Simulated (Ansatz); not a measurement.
Ansatz (a quantum-chemistry and plane-wave program) input (B97M-V/def2-TZVPD):

Ansatz 0.2 input:
```yaml
crystal:
  periodic: [false, false, false]
  atoms:
    - {symbol: Sn, position_ang: [0.02705705, -0.00874175, -0.00653606]}
    - {symbol: O, position_ang: [1.83072166, -0.59148011, -0.44223963]}
    - {symbol: F, position_ang: [-0.75924037, -0.37420131, 1.63564268]}
    - {symbol: F, position_ang: [-1.01838471, 0.94852667, -1.20622937]}
basis:
  gaussian:
    orbitals: def2-TZVPD
hamiltonian:
  xc: {name: B97M-V}
total_charge: 1
magnetization: {spin_polarized: true, initial_magnetization: 1}
output: {forces: true}
```

Output:

```
Functional definition: B97M-V
integrals: 0.10 GiB planned
982 factors; their error is unknown
mean field: 0.96 GiB planned
mean field evaluation 1: about -13282.9790 eV, gradient 7.8e1 eV
mean field evaluation 2: about -13165.7868 eV, gradient 1.9e2 eV
mean field evaluation 4: about -13277.3183 eV, gradient 7.0e1 eV
mean field evaluation 8: about -13302.5823 eV, gradient 1.8e-1 eV
mean field evaluation 16: about -13302.5787 eV, gradient 1.6e-3 eV
mean field evaluation 32: about -13302.5787 eV, gradient 6.4e-6 eV
mean field -13302.57869681 eV, -488.8607502959 hartree, gradient 6.4e-6 eV, S^2 0.760798; 1 other end points of the search recorded, 0 dependent functions left out
the calculation of the forces begins
reference -13302.57877584 eV, -488.8607532002 hartree; 24, 23 occupied and 152, 153 virtual orbitals, 982 factors
Total energy: -13302.57877584 eV, -488.8607532002 hartree
Atom 0 at     0.027057    -0.008742    -0.006536 Å, force    -0.109062     0.035236     0.026346 eV/Å
Atom 1 at     1.830722    -0.591480    -0.442240 Å, force    -0.173603     0.056089     0.041937 eV/Å
Atom 2 at    -0.759240    -0.374201     1.635643 Å, force     0.121853     0.053766    -0.247762 eV/Å
Atom 3 at    -1.018385     0.948527    -1.206229 Å, force     0.160812    -0.145091     0.179480 eV/Å
Dipole moment:     0.254519    -0.082231    -0.061483 e Å
```
